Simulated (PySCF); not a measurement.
Numbering as in the mapped SMILES `[CH2:1]=[C:2]([C:3]#[N:4])[SiH:5]([F:6])[F:7]` (H(Xn): hydrogen on atom n). Ha(C1) is cis to C3; Hb(C1) is trans to C3.

Geometry: PBE0-D3(BJ)/def2-SVP; GIAO absolute shieldings from PySCF 2.14.0 with density-fitted response routines, gas phase, non-relativistic, averaged over equivalent atoms.

At PBE0/STO-3G (42 basis functions, 3.3 s wall time on 1 thread of an Arm Neoverse V1, shared host):
| atoms | σ (ppm) |
| --- | --- |
| C1 | 110.0 |
| C2 | 132.4 |
| C3 | 141.3 |
| N4 | 49.0 |
| Si5 | 532.9 |
| F6/F7 | 498.6 |
| Ha(C1) | 25.91 |
| Hb(C1) | 25.99 |
| H(Si5) | 29.24 |

Predict the values at PBE0/pcSseg-0 on the same geometry.

Answers


```csv
atoms,σ at PBE0/pcSseg-0,change
C1,23.5,-86.5
C2,69.4,-63.0
C3,61.4,-79.9
N4,-75.8,-124.8
Si5,357.9,-175.0
F6/F7,363.9,-134.7
Ha(C1),25.25,-0.66
Hb(C1),25.53,-0.46
H(Si5),26.68,-2.56
```

The largest change is at Si5 (silicon bonded to C, 2 F, H). Cost: 73 basis functions, 5.4 s wall time on 1 thread of an Arm Neoverse V1, shared host. The order of the carbon signals changes between the two levels.
